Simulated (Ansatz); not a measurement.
Reactions of `C[SiH2]P`.

Computed with Ansatz on PBE0-D4/def2-TZVP structures; ΔE is electronic, products minus reactants. CBS: MP2 limit from def2 TZ/QZ plus the TZ coupled-cluster correction, frozen cores. This one scheme is used for every species. For Ge outer-core shells are correlated without core-valence functions, which leaves a few kJ/mol of doubt a bond. Scalar relativity is left out up to krypton. Each species was taken in one conformer, which may not be the lowest.

Problem. Order these by ΔE at CCSD(T)/CBS, lowest first. (Best estimate.)
A. `C[SiH2]P` + `CS[SiH2]O` → `CSP` + `C[SiH2][SiH2]O`
B. `C[SiH2]P` + `FB(F)[SiH3]` → `[SiH3]P` + `C[SiH2]B(F)F`
C. `C[SiH2]P` + `OCO` → `C[SiH2]OCO` + PH₃
D. `C[SiH2]P` + `[OH][Al]([SH])[SH]` → `C[O][Al]([SH])[SH]` + `[SiH3]P`
E. `C[SiH2]P` + `CCBS` → `CCBSC` + `[SiH3]P`
F. `C[SiH2]P` + `NCC(O)=S` → `N[SiH2]P` + `CCC(O)=S`
G. `C[SiH2]P` + `[CH3][GeH2][CH]=N` → `[CH3][GeH2][SiH2]P` + `CC=N`
H. `C[SiH2]P` + HCl → `P[SiH2]Cl` + CH₄

Solution. H (-24.0 kcal/mol), C (-16.6 kcal/mol), F (-12.8 kcal/mol), G (-4.1 kcal/mol), B (+0.4 kcal/mol), E (+12.0 kcal/mol), A (+22.3 kcal/mol), D (+24.3 kcal/mol).

Largest T1 diagnostic: 0.016, for `NCC(O)=S`.
